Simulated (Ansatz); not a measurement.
Computed with Ansatz on PBE0-D4/def2-TZVP structures; ΔE is electronic, products minus reactants. CCSD(T)/CBS adds triple-zeta CCSD(T) − MP2 to the extrapolated MP2 energy (def2 sets, frozen cores). DFT in def2-TZVPP. B3LYP here is the variant with VWN-RPA as its local correlation; programs differ in this. For Br outer-core shells are correlated without core-valence functions, which leaves a few kJ/mol of doubt a bond. Scalar relativity is left out up to krypton. Each species was taken in one conformer, which may not be the lowest.

`C=CN[SiH2]C` + `C=C[SiH2]Br` → `C=C[SiH](Br)C=C` + `C[SiH2]N`  (formal exchange of groups at a C–N bond)

```tsv
level	ΔE (kcal/mol)	difference from CCSD(T)/CBS
r2SCAN-D4	-8.5	2.9
ωB97X-V	-9.1	2.3
ωB97M-V	-10.2	1.2
B2PLYP	-9.1	2.3
PBE	-7.2	4.2
r2SCAN	-8.3	3.1
PBE0	-7.9	3.5
B3LYP	-7.6	3.8
HF/def2-TZVPP	-8.5	2.9
MP2/def2-TZVPP	-11.2	0.2
SCS-MP2/def2-TZVPP	-10.5	0.9
CCSD/def2-TZVPP	-10.4	1.0
CCSD(T)/def2-TZVPP	-10.6	0.8
HF/def2-QZVPP	-8.4	3.0
MP2/CBS(def2)	-12.0	-0.6
CCSD/CBS(def2)	-11.2	0.2
CCSD(T)/CBS	-11.4	0
```

Largest T1 diagnostic among the species: 0.011.

In def2-TZVPP, CCSD(T) changes the Hartree–Fock value by −2.2 kcal/mol (the triples alone add −0.2 kcal/mol) and MP2 by −2.8 kcal/mol. The D4 term adds −1.1 kcal/mol with B3LYP and −0.6 kcal/mol with PBE0; it sums over pairs of atoms, weighted by their polarisabilities, and B3LYP, whose exchange is more repulsive, gets the larger term.
